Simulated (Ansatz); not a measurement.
```yaml
crystal:
  periodic: [false, false, false]
  atoms:
    - {symbol: Nb, position_ang: [1.256763, 0.713423, -0.996904]}
    - {symbol: Nb, position_ang: [-1.034039, -0.700166, -1.058867]}
    - {symbol: Nb, position_ang: [0.284492, -0.386340, 1.551423]}
    - {symbol: S, position_ang: [0.725757, 1.761622, 1.754706]}
    - {symbol: S, position_ang: [1.388129, -1.666234, -0.148033]}
    - {symbol: S, position_ang: [-2.188403, -0.389280, 1.133369]}
    - {symbol: S, position_ang: [-0.279591, 0.582443, -2.931348]}
basis:
  gaussian: {orbitals: def2-SVPD}
total_charge: 1
hamiltonian: {xc: {name: B2GP-PLYP}}
scf: {lower_state_search: full}
```

```sh
$ ansatz run in.yaml --threads 4 --pin off --events-out ev --progress --plain --max-ram 4787MiB
```

Shortened log:

```
Functional definition: B2GP-PLYP
1961 factors; integrals over basis functions are off by at most 7.5e-4 eV
mean field evaluation 1: about -47918.4319 eV, gradient 5.3e1 eV
mean field evaluation 2: about -47919.0265 eV, gradient 5.2e1 eV
mean field evaluation 4: about -47920.9407 eV, gradient 4.9e1 eV
mean field evaluation 8: about -47927.3364 eV, gradient 2.3e0 eV
mean field evaluation 16: about -47927.4654 eV, gradient 2.3e-1 eV
mean field evaluation 32: about -47927.4720 eV, gradient 1.3e-2 eV
mean field evaluation 64: about -47927.4720 eV, gradient 4.0e-5 eV
mean field evaluation 96: about -47927.4320 eV, gradient 1.3e0 eV
mean field evaluation 128: about -47927.4452 eV, gradient 4.1e-1 eV
mean field evaluation 160: about -47927.4720 eV, gradient 1.5e-3 eV
mean field evaluation 192: about -47911.9674 eV, gradient 7.1e1 eV
mean field evaluation 224: about -47925.6563 eV, gradient 7.5e0 eV
mean field evaluation 256: about -47927.4701 eV, gradient 1.1e-1 eV
mean field evaluation 288: about -47927.4720 eV, gradient 8.8e-4 eV
mean field -47927.47201339 eV, -1761.3021100846 hartree, gradient 6.6e-6 eV, S^2 0.000000; 8 other end points of the search recorded, 0 dependent functions left out; unrestricted orbitals would lower it
20 core orbitals not correlated: weight in the atoms' cores, before any rotation towards them, 1.000 or more for the frozen orbitals, at most 0.000 for the correlated occupied ones
reference -47927.47214344 eV, -1761.3021148639 hartree; 31, 31 occupied and 159, 159 virtual orbitals, 1961 factors
second order -54.94576761 eV of doubles, -0.00000000 eV of singles
Total energy: -47947.25261978 eV, -1762.0290339617 hartree
```

Run time 86 s (4 threads of Arm Neoverse V2 on a shared host), peak host memory 0.94 GiB.

In the def2 sets Nb takes a core potential; there is no spin–orbit coupling. Correlated methods freeze 20 core orbitals; core or outer-core shells of Nb are correlated, in sets that lack core-valence functions. The restricted singlet is unstable: a solution with broken spin symmetry lies lower.
